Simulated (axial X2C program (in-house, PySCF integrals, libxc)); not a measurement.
**Worked dissociation energy of GeTe: MP2, scalar-relativistic**

All values were computed with an in-house relativistic program for diatomic molecules. Spin-free means the one-electron spin-free X2C Hamiltonian. Basis: Te dyall-cv3z [11s12p8d4f1g], Ge dyall-cv3z [9s9p7d4f1g] (cores contracted in-house); Gaussian nuclei, density fitting, unrestricted open shells. Masses: Te 129.906 u, Ge 73.921 u.

Molecular state: M_S = 0, Λ = 0 (closed shell).

Correlated methods: 10 electrons correlated (number of frozen shells: Te 4 s, 3 p, 2 d; Ge 3 s, 2 p, 1 d), 284 virtual spin orbitals or spinors in MP2.

| Property | Result |
| --- | --- |
| E(Te) (2M_S = 2, M_L = 0) | -6791.035397 hartree |
| E(Ge) (2M_S = 2, M_L = 0) | -2097.168475 hartree |
| E(GeTe) at Re | -8888.361089 hartree |
| ωe | 326.7 cm⁻¹ |
| ωexe | 0.47 cm⁻¹ |

Work out De and D0.

De = -6791.035397 + (-2097.168475) − (-8888.361089) = 0.15722 hartree = 4.278 eV. The zero-point energy is ωe/2 − ωexe/4 = 163 cm⁻¹ = 0.020 eV, so D0 = 4.258 eV.

Occupations by symmetry block were frozen at the best pattern of an incomplete PBE0 search. Closed shells are restricted here (equal orbitals for both partners); the stretched side of such a curve lies too high. De is counted from the lowest determinant-based energies of the atoms at the same level, without counterpoise correction. With the outer-core shells frozen, correlated bond lengths of heavy atoms tend to come out a few hundredths of an ångström too long. Spin-free De lacks the spin–orbit lowering of the heavy p-block atom, a tenth of an eV or more for 4p and 5p, up to an eV for 6p and one to two eV for 7p atoms, less what an open-shell molecule gains itself.

Each atomic determinant is the lowest at this level and need not be a pure term. Totals compare only within one Hamiltonian and basis.
